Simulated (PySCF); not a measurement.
The same groups moved round the core (benzothiophene ethynyl+boryl). All species are isolated molecules in the gas phase. One relaxed conformer stands for each flexible species; it need not be the lowest. Strings in code marks are SMILES.

These are PBE-D3(BJ)/def2-TZVP // PBE0-D3(BJ)/def2-SVP in PySCF values and carry that method's errors. All candidates: neutral, multiplicity 1. Delta-SCF ions had no search for a lower state. Excitations are Tamm–Dancoff values on a coarser integration grid. The basis has no diffuse functions, so Rydberg states are missing or too high.

```json
{
  "S1 excitation (TDA)": "2.91 eV",
  "HOMO–LUMO gap": "2.51 eV",
  "vertical ionisation energy (Delta-SCF)": "7.95 eV"
}
```

### Question
Name which member has these values.
A) `Bc1cc(C#C)c2ccsc2c1`
B) `Bc1cc2ccc(C#C)cc2s1`
C) `Bc1cc2cc(C#C)ccc2s1`
D) `Bc1cc2sccc2cc1C#C`

### Answer
C, `Bc1cc2cc(C#C)ccc2s1`. The others give `Bc1cc(C#C)c2ccsc2c1`: 3.14 eV, 2.65 eV, 7.91 eV; `Bc1cc2sccc2cc1C#C`: 3.04 eV, 2.68 eV, 7.92 eV; `Bc1cc2ccc(C#C)cc2s1`: 3.12 eV, 2.48 eV, 7.96 eV
